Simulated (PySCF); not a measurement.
BiH3, SMILES [BiH3].

Geometry: B3LYP-D3(BJ)/def2-TZVPD. The def2 effective core potentials stand for the cores of Bi; spin–orbit coupling is left out.

Vertical ionisation energy (IE) and electron affinity (EA) in eV. Rows of orbital energies are one-electron estimates. Where ΔSCF, EOM or ADC give a negative EA the extra electron is unbound and the value depends on the basis.

```tsv
level	IE	EA
−ε(HOMO), −ε(LUMO), PBE/def2-TZVPD (PySCF)	?	?
−ε(HOMO), −ε(LUMO), ωB97X/def2-TZVPD (PySCF)	9.85	-1.25
```

Some entries are withheld; supply them. (An estimate is asked for; the answer gives what the named calculation found.)


- −ε(HOMO), −ε(LUMO), PBE/def2-TZVPD (PySCF), IE: 6.70
- −ε(HOMO), −ε(LUMO), PBE/def2-TZVPD (PySCF), EA: 1.00
